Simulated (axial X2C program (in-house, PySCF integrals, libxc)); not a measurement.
# TiCO: properties at the nuclei

Calculated with an axial X2C code built on PySCF integrals: two-component X2C with atomic mean-field Coulomb and Gaunt terms, Gaussian nuclei, basis Ti dyall-v3z, C dyall-v3z, O dyall-av3z with contracted cores.

Ti–C–O held linear, with bonds 2.016 and 1.153 Å (near the PBE0 minimum at charge 0 of the determinant lowest at the starting distance; the state shown can have its own minimum elsewhere, held linear; other orders of the atoms were not compared).

Determinant lowest in the PBE0 search, Ω = 4 (⟨Sz⟩ = 2.00, ⟨Lz⟩ = 2.00 at PBE0), spin on the atoms Ti 1.75, C 0.15, O 0.10:

```json
{"level": "PBE0", "Eeff magnitude (GV/cm)": "0.412", "Ws magnitude Ti (kHz)": "0.0363", "A∥/gI Ti (MHz)": "227", "qzz Ti (a.u.)": "-0.93", "A∥/gI C (MHz)": "-4.54", "qzz C (a.u.)": "-0.74", "A∥/gI O (MHz)": "-6.05", "qzz O (a.u.)": "-0.27", "μ (D)": "-2.47"}
{"level": "HF", "Eeff magnitude (GV/cm)": "0.548", "Ws magnitude Ti (kHz)": "0.0503", "A∥/gI Ti (MHz)": "218", "qzz Ti (a.u.)": "-0.93", "A∥/gI C (MHz)": "-17.7", "qzz C (a.u.)": "-0.85", "A∥/gI O (MHz)": "-23.9", "qzz O (a.u.)": "-0.26", "μ (D)": "-2.49"}
{"level": "LDA", "Eeff magnitude (GV/cm)": "0.325", "Ws magnitude Ti (kHz)": "0.0283", "A∥/gI Ti (MHz)": "235", "qzz Ti (a.u.)": "-0.84", "A∥/gI C (MHz)": "-4.43", "qzz C (a.u.)": "-0.64", "A∥/gI O (MHz)": "-7.95", "qzz O (a.u.)": "-0.26", "μ (D)": "-3.06"}
```

Eeff is the effective electric field on the electron electric dipole moment in this Ω state and Ws the scalar–pseudoscalar constant of the nucleus named (defined with the proton number Z and per Ω); A∥ (defined per Ω) follows by multiplying with gI = μI/(I μN); qzz is the electric field gradient, eQq0 = 234.96 MHz × Q/barn × qzz; μ is positive if the O end (last atom) is positive. The operators were transformed with the bare-nucleus X2C matrices; with these basis sets, hyperfine constants and field gradients can be off by tens of per cent, and where levels differ in sign neither size nor sign is settled.

(1) With gI(47Ti) = -0.3154, Q(47Ti) = 0.302 barn, Q(17O) = -0.02558 barn (g factors from the IAEA table of nuclear moments by Stone; Q from Pyykkö, Mol. Phys. 2018), turn the PBE0 values of the first state into constants in MHz.

The molecule was held linear; bending was not examined, so a bent shape may lie lower.

Each state is one determinant with collinear spin, which with several unpaired electrons need not be a pure state. Unrestricted Hartree–Fock can overshoot spin polarisation at the nuclei. With several open shells hyperfine constants can be off by a factor of several. Open-shell Ω = 0 determinants with evenly filled partner blocks cannot be reached by this program, so the Ω shown need not be the lowest component. The search compared states at one distance, so a state with another bond length can lie lower. Further determinants of the search, some of them spin-mixed, are not shown. Where a field gradient or hyperfine factor spreads by more than a factor of two over the levels, a constant derived from it is not to be relied on.

Answers

(1) A∥(47Ti) = 227 × -0.3154 = -71.6 MHz; eQq0(47Ti) = 234.96 × (0.302) × (-0.93) = -66 MHz; eQq0(17O) = 234.96 × (-0.02558) × (-0.27) = 1.62 MHz.
